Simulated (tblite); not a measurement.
C6H10O2S.
Atom-mapped SMILES: `[O:1]=[CH:2][C@H:3]1[CH2:4][CH2:5][S@@:6](=[O:7])[CH2:8][CH2:9]1` (hydrogens: H10 on C2; H11 on C3; H12, H13 on C4; H14, H15 on C5; H16, H17 on C8; H18, H19 on C9)

The geometry is computed with GFN2-xTB (gas phase).

(1) List the bond lengths, angles and torsions at this level.

Answers

(1) 
| bond | length (Å) |
| --- | --- |
| O1=C2 | 1.197 |
| C2–C3 | 1.508 |
| C3–C4, C3–C9 | 1.530 |
| C4–C5, C8–C9 | 1.514 |
| C5–S6, S6–C8 | 1.858 |
| S6=O7 | 1.462 |
| C2–H10 | 1.109 |
| C3–H11 | 1.100 |
| C4–H12, C9–H19 | 1.093 |
| C4–H13, C9–H18 | 1.093 |
| C5–H14, C8–H16 | 1.089 |
| C5–H15, C8–H17 | 1.088 |

Bonds in one row agree within 0.01 Å and their mean is given. A selection of angles:
| angle | degrees |
| --- | --- |
| O1–C2–C3 | 125.7 |
| O1–C2–H10 | 121.2 |
| C3–C2–H10 | 113.1 |
| C2–C3–C4 | 110.4 |
| C2–C3–C9 | 111.2 |
| C2–C3–H11 | 105.6 |
| C4–C3–C9 | 111.4 |
| C4–C3–H11 | 108.5 |
| C3–C4–C5 | 111.5 |
| C3–C4–H12 | 110.1 |
| C3–C4–H13 | 109.1 |
| C5–C4–H12 | 110.0 |
| C5–C4–H13 | 107.8 |
| H12–C4–H13 | 108.2 |
| C4–C5–S6 | 109.7 |
| C4–C5–H14 | 110.9 |
| C4–C5–H15 | 113.1 |
| S6–C5–H14 | 106.1 |
| S6–C5–H15 | 107.3 |
| H14–C5–H15 | 109.4 |
| C5–S6–O7 | 105.4 |
| C5–S6–C8 | 93.9 |

Dihedral angles: O1–C2–C3–C4 -136° (anticlinal); C2–C3–C4–C5 -173° (antiperiplanar); C3–C4–C5–S6 -67° (synclinal); C4–C5–S6–O7 -46° (synclinal); C5–S6–C8–C9 -61° (synclinal); S6–C8–C9–C3 66° (synclinal); C2–C3–C9–C8 174° (antiperiplanar).

S6 (sulfinyl sulfur) is pyramidal (angles 105.8°, 105.4° and 93.9°, sum 305.1°, 0.75 Å off the plane of its three neighbours). The C–C distances run from 1.508 Å (C2–C3, drawn single) to 1.532 Å (C3–C4, drawn single), a spread of 0.024 Å. The 6-membered ring C3–C4–C5–S6–C8–C9 has internal angles of 93.9° to 111.9°; it is puckered, 0.29 Å rms from its mean plane, widest ring torsion 67°. Of the pairs four or more bonds apart, O7···H13 is among the closest relative to their van der Waals radii: 2.49 Å, 91 % of the sum of Bondi's values.

Point group: C1 (no symmetry element, even within 0.4 Å). Its GFN2-xTB frequencies are all real (lowest 53 cm⁻¹). The numbers are those of one conformer. 3 starts were optimised and ended at 0.00, 0.84 and 4.99 kcal/mol (GFN2-xTB); the lowest of these is shown.
